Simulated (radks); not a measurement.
Values are calculated unless marked as measured or tabulated.
Ionisation of neutral helium, [He], to 1s1 as the strength of local exchange is varied. Code: a radial shooting solver on a logarithmic mesh with Libxc functionals. Model: non-relativistic Kohn-Sham, Slater X-alpha exchange (alpha = 2/3 is LDA exchange), no correlation, spin-polarised, spherical densities, point nucleus.

| alpha | E(He) (hartree) | exchange (hartree) | IE (eV) | -e of the level emptied (eV) | <r> of it (bohr) |
|---|---|---|---|---|---|
| 0.6 | -2.63917 | -0.75301 | 21.179 | 12.991 (1s) | 0.9935 |
| 0.662 | -2.71767 | -0.84570 | 22.007 | 13.991 (1s) | 0.9735 |
| 0.667 | -2.72407 | -0.85329 | 22.074 | 14.073 (1s) | 0.9719 |
| 0.78 | -2.87094 | -1.02974 | 23.635 | 15.983 (1s) | 0.9378 |
| 0.791 | -2.88548 | -1.04740 | 23.790 | 16.175 (1s) | 0.9346 |
| 0.887 | -3.01426 | -1.20527 | 25.171 | 17.891 (1s) | 0.9078 |
| 0.901 | -3.03332 | -1.22884 | 25.376 | 18.147 (1s) | 0.9040 |
| 0.951 | -3.10197 | -1.31419 | 26.117 | 19.077 (1s) | 0.8908 |

NIST Atomic Spectra Database: 24.587 eV (measured). The Delta-SCF value meets it near alpha = 0.85.
